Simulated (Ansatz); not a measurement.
Basis-set extrapolation for `SC1OBO1` (PBE0-D4/def2-TZVP geometry, frozen core, the Gaussian-basis code of Ansatz). Multiplicity 1, RHF reference.

```
                      def2-TZVPP   def2-QZVPP
                 HF  -611.707495  -611.728788
    MP2 correlation    -0.896114    -0.966175
CCSD(T) correlation    -0.963760      not run
```

Energies in hartree. Use E(X) = E(∞) + A·exp(−7.88·√X) for Hartree–Fock and E(X) = E(∞) + B·X^(−2.97) for correlation, with X = 3 and 4, and add CCSD(T) minus MP2 of the smaller set to the MP2 limit.

Task: What is the CCSD(T) energy at the basis-set limit?

Result: HF limit: -611.728788 + (-0.021293) × 0.13774 = -611.73172. MP2 limit: -0.966175 + (-0.070061) × 0.74074 = -1.01807. Higher-order term: -0.963760 − (-0.896114) = -0.06765. Total: -612.81744 hartree, 383.8 kJ/mol below CCSD(T)/def2-TZVPP.
